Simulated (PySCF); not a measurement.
Heteronuclear NMR

Atom-mapped SMILES (the numbers label the heavy atoms): `[CH3:1][CH2:2][N:3]1[BH:4][NH:5][BH:6][NH:7][BH:8]1`. Each H is labelled by its parent atom.

PySCF calculation with PBE0-D3(BJ)/def2-SVP geometry, PBE0/pcSseg-1 with gauge-including orbitals and J: B3LYP/pcJ-1 (spin–dipole term only in couplings to heteroatoms); one conformer, averaged over atoms made equivalent by symmetry, fast rotation or ring inversion, non-relativistic Hamiltonian, no solvent model.

Q: Predict the $^{15}$N NMR data.

A: 
| atoms | environment | σ (ppm) | δ (ppm) |
| --- | --- | --- | --- |
| N3 | nitrogen bonded to C, 2 B, in a 6-membered ring | 96.3 | -238.6 |
| N5/N7 | nitrogen bonded to 2 B, H, in a 6-membered ring | 120.0 | -260.4 |

Shieldings were converted by a linear fit to measured shifts: $^{15}$N: δ = -150.45 − 0.916σ (rms 7.2 ppm, 79 shifts vs CH3NO2, solution or neat liquid). Occasional misses reach two or three times the rms, and more in compound classes unlike the fitted ones. Couplings are scaled by factors fitted to measured values: $^{2}J$(H,H) × 0.91 (rms 0.6 Hz), $^{3}J$(H,H) × 0.91 (rms 0.4 Hz, 0.5 with 2 outliers); all others are unscaled and can be 10–30 % off.

Couplings (the largest are listed; each averaged over equivalent pairs): $^{1}J$(N3,B4) = -26.6 Hz, $^{1}J$(B4,N5) = -25.8 Hz, $^{1}J$(N5,B6) = -25.8 Hz, $^{1}J$(C2,N3) = -10.4 Hz, $^{2}J$(N5,H(B6)) = -4.6 Hz, $^{2}J$(N5,H(B4)) = -4.6 Hz, $^{2}J$(N3,H(B4)) = -3.5 Hz, $^{2}J$(N5,N7) = 1.3 Hz, $^{3}J$(N3,H(C1)) = -2.8 Hz, $^{3}J$(N3,B6) = -2.3 Hz, $^{3}J$(B4,N7) = -2.2 Hz, $^{3}J$(C2,N5) = -1.6 Hz. Signs are for $^{15}$N, whose magnetogyric ratio is negative.

On a 400 MHz spectrometer $^{15}$N resonates near 40.5 MHz, so 1 ppm is 40.5 Hz.
